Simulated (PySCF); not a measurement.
CH3Cl2NbO, SMILES [O]=[Nb]([Cl])([Cl])[CH3], multiplicity 1.

Geometry optimised at PBE0-D3(BJ)/def2-SVP. The spin state was assumed, not searched. The structure was generated by enumeration; whether it is a known compound was not checked. The def2 effective core potentials stand for the cores of Nb; spin–orbit coupling is left out.

The numbers are results of PySCF with M06-2X/def2-TZVP, not measurements.

Gas-phase values at a fixed geometry.

Computed frontier levels, gap, dipole moment and polarisability:
The highest occupied level is -10.32 eV and the lowest empty level is -2.14 eV. The orbital gap comes out as 8.19 eV and the dipole moment is 2.22 D. The quadrupole, principal values (traceless, Buckingham form, about the centre of nuclear charge) is -4.57, -2.22, 6.78 D·Å. The mean static polarisability is 78.2 bohr³ (11.59 Å³) and the polarisability, principal values is 68.5, 81.2, 84.9 bohr³.
